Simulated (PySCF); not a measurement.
**Electron correlation in Ge⁺ (germanium, charge +1)**

[Ar] 3d10 4s2 4p1, 2P determinant. Computed with PySCF 2.14 in x2c-SVPall (5s4p3d, 32 functions), with scalar relativity by spin-free X2C-1e. Frozen: [Ar] 3d10; 3 electrons correlated.

MP2 pair energies summed by pair of shells (mhartree):

```json
{"pair": "4s-4s", "energy": "-19.01", "share (%)": "59.3"}
{"pair": "4s-4p", "energy": "-13.04", "share (%)": "40.7"}
```

Total MP2 correlation energy: -32.05 mhartree.

Same-spin part -2.11 and opposite-spin part -29.95 mhartree; SCS-MP2 scales them by 1/3 and 6/5 to -36.64 mhartree.

```tsv
level	correlation energy (mhartree)
CCSD	-46.88
(T)	-0.49
CCSD(T)	-47.37
```

Diagnostics: T1 = 0.0091, D1 = 0.0218, largest double amplitude 0.097.

Q: Is a single reference adequate?

A: Mostly. T1 lies below 0.03, but a double amplitude of this size points to a near-degeneracy that CCSD handles and MP2 describes poorly.
